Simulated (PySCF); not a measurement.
**Field gradients at the hydrogen positions**

Species: C6H11P.
Structure used (GFN2-xTB), in Å, numbered top down from 1:
```
atom  x, y, z in Å
C1     3.3508   -0.5076    0.1735
C2     2.0502   -0.4215   -0.0529
P3     0.9434    0.5340    1.0418
C4    -0.1799    1.2317   -0.2978
C5    -1.0525   -0.0350   -0.3262
C6    -2.5503    0.2186   -0.3603
C7    -0.5260   -0.6412    0.9861
H8     4.0130   -1.0699   -0.4667
H9     3.8064   -0.0138    1.0163
H10    1.6012   -0.9214   -0.9042
H11    0.3059    1.5076   -1.2330
H12   -0.7270    2.0958    0.0814
H13   -0.7853   -0.6676   -1.1768
H14   -3.0965   -0.7207   -0.2963
H15   -2.8480    0.8484    0.4759
H16   -2.8300    0.7191   -1.2854
H17   -1.1964   -0.4460    1.8241
H18   -0.2877   -1.7041    0.9687
```

Level: PBE0/pcSseg-1 (PySCF, non-relativistic); Q(2H) = 0.00286 b; rigid geometry, the same for H and D, with no vibrational averaging.

Question: Rank these positions by the coupling χzz of a deuteron there, largest first.
A. H16 (methyl hydrogen)
B. H9 (vinylic hydrogen)
C. H13 (methine hydrogen)
D. H10 (vinylic hydrogen)

Answer: B (223 kHz), D (217 kHz), A (212 kHz), C (203 kHz).

Question: Give the electric field gradient Vzz (the principal value of largest size), its asymmetry and the 2H coupling at each hydrogen.

Answer: 
| atom | bonded to | bond length (Å) | Vzz (au) | η | χzz (kHz) |
| --- | --- | --- | --- | --- | --- |
| H8 | C1 | 1.079 | 0.3325 | 0.04 | 223 |
| H9 | C1 | 1.078 | 0.3320 | 0.04 | 223 |
| H10 | C2 | 1.084 | 0.3235 | 0.04 | 217 |
| H11 | C4 | 1.089 | 0.3153 | 0.02 | 212 |
| H12 | C4 | 1.091 | 0.3110 | 0.02 | 209 |
| H13 | C5 | 1.093 | 0.3016 | 0.02 | 203 |
| H14 | C6 | 1.088 | 0.3148 | 0.01 | 212 |
| H15 | C6 | 1.088 | 0.3133 | 0.02 | 211 |
| H16 | C6 | 1.088 | 0.3148 | 0.01 | 212 |
| H17 | C7 | 1.091 | 0.3110 | 0.02 | 209 |
| H18 | C7 | 1.089 | 0.3152 | 0.02 | 212 |

Question: How does χzz go with the bond length over the 11 C–H bonds?

Answer: A straight-line fit has a slope of -12.5 kHz for each 0.01 Å, with a correlation coefficient of -0.98, over lengths from 1.078 to 1.093 Å. The longer bonds have the smaller couplings here.

Question: A static deuteron (I = 1) shows a doublet split by (3/2)χ, (3/4)χ(1 + η) and (3/4)χ(1 − η) with the field along z, y and x of the gradient. What are these for H10?

Answer: With |χ| = 217.4 kHz and η = 0.043: 326, 170 and 156 kHz, to first order and without motion.

One conformer (not necessarily the lowest) at the GFN2-xTB geometry, without solvent, vibrations or thermal averaging. GFN2-xTB bond lengths can be off by several hundredths of an ångström, more for odd bonds, and the gradients follow them. The basis is small and wasn't made for field gradients, so the couplings can be 20 % off.

These values come from a run that also computed NMR shieldings. Cost: about 80 s of CPU time on one thread; the machine was shared, so the figure is rough.
